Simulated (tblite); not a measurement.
Species: C3H4O3Si.
InChI=1S/C3H4O3Si/c1-2-3(4)6-7-5-2/h1,7H2

Level: GFN2-xTB in tblite, geometry and Hessian alike; calculated harmonic values, unscaled, isolated species. The method is semi-empirical: single wavenumbers can be off by several per cent or more. Modes of hydrogen on silicon can be 10 to 20 % off.

Harmonic wavenumbers (cm⁻¹): 122.0, 160.3, 274.1, 383.0, 468.9, 486.4, 492.3, 578.0, 614.0, 666.6, 686.7, 740.3, 763.2, 791.7, 808.3, 882.2, 907.4, 979.8, 1081.5, 1245.8, 1351.5, 1693.8, 1803.9, 2391.7, 2411.5, 3124.9, 3167.8.

A = 3819, B = 2409, C = 1506 MHz; mass 115.993 u (most abundant isotopes); point group Cs, symmetry number 1.

Task: What is the zero-point energy?

Result: Half the sum of the wavenumbers: 14539 cm⁻¹ = 41.57 kcal/mol.

Task: What is S at 273.15 K and 1 bar for an ideal gas of classical rigid rotors and harmonic oscillators?

Result: Translation 39.75, rotation 27.28, vibration 11.71: S = 78.7 cal/(mol K).

Task: And Cp and H(273.15 K) − H(0)?

Result: Cp = 25.67 cal/(mol K), of which vibrations give 17.72 (their classical limit is 27 R = 53.7); H(273.15 K) − H(0) = 4.17 kcal/mol without the zero-point energy, 2.00 from vibrations.

Task: How do the functions run with temperature in this model?

Result: 
```
 T (K)  S (cal/(mol K))  Cp (cal/(mol K))  H − H(0) (kcal/mol)  G − H(0) (kcal/mol)  ln q(vib)
    50             53.9               9.2                 0.41                -2.28       0.04
   100             61.2              12.0                 0.94                -5.17       0.32
298.15             81.1              27.5                 4.84               -19.34       2.55
373.15             87.8              32.5                 7.09               -25.67       3.64
   500             98.2              38.7                11.63               -37.48       5.57
   750            115.5              46.3                22.34               -64.28       9.36
  1000            129.5              50.8                34.52               -94.96      12.86
```

q(vib) and H(0) count from the zero-point level.

Task: Which modes carry the vibrational entropy at 273.15 K?

Result: 122.0 cm⁻¹: 2.90; 160.3 cm⁻¹: 2.38; 274.1 cm⁻¹: 1.42; 383.0 cm⁻¹: 0.90; 468.9 cm⁻¹: 0.63; 486.4 cm⁻¹: 0.59 cal/(mol K); the other 21 give 2.90 together.

Task: What must be added to the electronic energy to get the Gibbs energy at 273.15 K and 1 bar?

Result: ZPE + [H(273.15 K) − H(0)] − T·S = 41.57 + 4.17 − 21.51 = 24.23 kcal/mol.

Task: Blend soft modes into free rotors: weight 1/[1 + (100 cm⁻¹/ν̃)⁴] for the oscillator and the rest for a rotor with moment μB/(μ + B), μ = h/(8π²ν), B = 10⁻⁴⁴ kg m². What vibrational entropy results?

Result: 11.61 cal/(mol K) in place of 11.71, which changes −T·S at 273.15 K by +0.03 kcal/mol.

Hindered rotation and anharmonicity are outside this model.

On one thread of an Arm Neoverse N1, shared host with 64 logical CPUs at a one-minute load of 61, this took 0.45 s. This covers the Hessian and the dipole derivatives.
